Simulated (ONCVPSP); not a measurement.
# Before and after: ONCV potential for W

ONCVPSP 4.0.1 input, shortened (lines: element, Z, core and valence counts, functional; n l f; lmax; l rc ep ncon nbas qcut; lloc lpopt rc5 dvloc0; l nproj debl; icmod fcfact rcfact), PBE, scalar-relativistic:

```
  W 74.00    9    5        4      upf
    1    0    2.00
    2    0    2.00
    2    1    6.00
    3    0    2.00
    3    1    6.00
    3    2   10.00
    4    0    2.00
    4    1    6.00
    4    2   10.00
    4    3   14.00
    5    0    2.00
    5    1    6.00
    5    2    4.00
    6    0    2.00
    3
    0    1.60    0.00    4    8    6.10
    1    1.75    0.00    3    6    6.30
    2    2.40    0.00    4    8    6.30
    3    0.85    0.00    4    8   20.40
    4    4    0.65    1.00
    0    2    3.10
    1    2    1.20
    2    2    0.40
    3    2    1.80
    1    0.65    0.00
```

In the p channel the program set the typed energies aside and used -1.588, 0.250 Ha.

Change: all radii but the core radius scaled by about 0.97 (s 1.54, p 1.70, d 2.32, f 0.82 bohr); local potential polynomial inside 0.62 bohr (lpopt 4, dvloc0 1 Ha).

Cutoffs: the cutoffs (Ha) at which the residual kinetic energy of the hardest occupied pseudo-wave falls to 1 and 0.1 mHa per electron; they do not see the model core or the augmentation charge, which bear on the density cutoff. Errors are all-electron minus pseudo energies relative to the spin-unpolarised reference configuration.

Q: Predict the effect on cutoff, ghosts and configuration errors.

A: The potential gets neither clearly harder nor softer (181 Ha and 196 Ha → 186 Ha and 202 Ha); the bound ghosts move from s to p, s; the lowest positive-energy flag moves from p at 18.1 eV to none; the errors of the 4 common tests hardly move.

```csv
quantity,base,changed
"cutoff, loose",181 Ha,186 Ha
"cutoff, tight",196 Ha,202 Ha
loose cutoff by channel,"s 17 Ha, p 11 Ha, d 13 Ha, f 181 Ha","s 18 Ha, p 11 Ha, d 13 Ha, f 186 Ha"
bound ghosts,s,"s, p"
GHOST(+) flags under 300 eV,p at 18.1 eV,none
"error for 4f14 5s2 5p6 5d4 6s1, meV [ΔE 8.88 eV]",-3.9,-3.8
"error for 4f14 5s2 5p6 5d4 6s0, meV [ΔE 24.56 eV]",-13,-12
"error for 4f14 5s2 5p6 5d3 6s0, meV [ΔE 49.95 eV]",-13,-13
"error for 4f14 5s2 5p6 5d4 6s0 6p2, meV [ΔE 9.26 eV]",-4.7,-4.2
"rms error of d²Exc/dni dnj with the model core, mHa",1.51,1.39
```

 A true bound ghost makes a file unfit for plane-wave use even where its test errors are small: the radial tests pick states by their node count and pass the ghost by.
